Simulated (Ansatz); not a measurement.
Gas-phase electronic energies from Ansatz, PBE0-D4/def2-TZVP geometries. CCSD(T)/CBS adds triple-zeta CCSD(T) − MP2 to the extrapolated MP2 energy (def2 sets, frozen cores). DFT in def2-TZVPP. For Ge, Se outer-core shells are correlated without core-valence functions, which leaves a few kJ/mol of doubt a bond. Scalar relativity is left out up to krypton. Each species was taken in one conformer, which may not be the lowest.

Reaction (substitution at a C–Ge bond): `[CH3][GeH]([Cl])[CH]=O` + `CC(=O)[SeH]` → `C[Se]C(C)=O` + `O=[CH][GeH2][Cl]`

```json
{"species": "`[CH3][GeH]([Cl])[CH]=O`", "r2SCAN-D4 energy (Eh)": "-2691.63232"}
{"species": "`CC(=O)[SeH]`", "r2SCAN-D4 energy (Eh)": "-2555.36769"}
{"species": "`C[Se]C(C)=O`", "r2SCAN-D4 energy (Eh)": "-2594.67076"}
{"species": "`O=[CH][GeH2][Cl]`", "r2SCAN-D4 energy (Eh)": "-2652.31235"}
```

Q: Work out ΔE.

A: ΔE = (-2594.67076) + (-2652.31235) − (-2691.63232) − (-2555.36769) = 0.01690 Eh = +0.46 eV. CCSD(T)/CBS gives +0.48 eV.

Largest T1 diagnostic among the species: 0.014.
